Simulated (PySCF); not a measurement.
## Where the electron goes

Compound: diboron dioxide, B2O2.
Structure used (PBE0-D3(BJ)/def2-TZVP), in Å, numbered top down from 1:
```xyz
4
B2O2 angstrom
O     -1.982    0.084   -0.534
B     -0.800    0.030   -0.352
B      0.819   -0.043   -0.101
O      2.001   -0.096    0.082
```

Method used: TDDFT CAM-B3LYP/aug-cc-pVTZ, vertical, gas phase, core orbitals frozen in the response (PySCF). Geometry: PBE0-D3(BJ)/def2-TZVP; no solvent, vibrations or thermal averaging.

Kohn–Sham orbitals with the atoms that hold most of them (Löwdin shares over 4%, at most four atoms):

```csv
orbital,ε (eV),atoms
HOMO-3,-13.13,"O1 32%, O4 32%, B2 18%, B3 18%"
HOMO-2,-13.13,"O1 32%, O4 32%, B2 18%, B3 18%"
HOMO-1,-12.47,"O4 38%, O1 38%, B3 12%, B2 12%"
HOMO,-12.47,"O4 38%, O1 38%, B3 12%, B2 12%"
LUMO,-1.37,"B3 35%, B2 35%, O4 15%, O1 15%"
LUMO+1,-1.37,"B3 35%, B2 35%, O4 15%, O1 15%"
LUMO+2,0.29,"B2 48%, B3 48%"
```

Within 0.005 eV of a neighbour in this list lie HOMO-3/HOMO-2, HOMO-1/HOMO and LUMO/LUMO+1 (point group found: D∞h).

Problem. How does S1 compare with the orbital gap of 11.11 eV?

Solution. S1 is at 6.65 eV (f = 0.0000), 4.46 eV below the gap, made of HOMO-1/HOMO→LUMO/LUMO+1 (≥80%). Without the coupling terms of the response equations the lowest excitation would equal the gap.

Next come S2 at 6.85 eV (f 0.0000), HOMO-1/HOMO→LUMO/LUMO+1 (≥81%); S3 at 6.85 eV (f 0.0000), HOMO-1/HOMO→LUMO/LUMO+1 (≥81%); S4 at 7.20 eV (f 0.0000), HOMO-3/HOMO-2→LUMO/LUMO+1 (≥94%); S5 at 7.46 eV (f 0.0000), HOMO-3/HOMO-2→LUMO/LUMO+1 (≥90%).

Orbitals of the list HOMO-3 to LUMO+2 that lie within 0.01 eV of each other are written together with a slash and their weights summed (≥ marks a lower bound); for degenerate orbitals outside that list single weights are arbitrary.

Löwdin shares depend on the basis, the more so with diffuse functions.
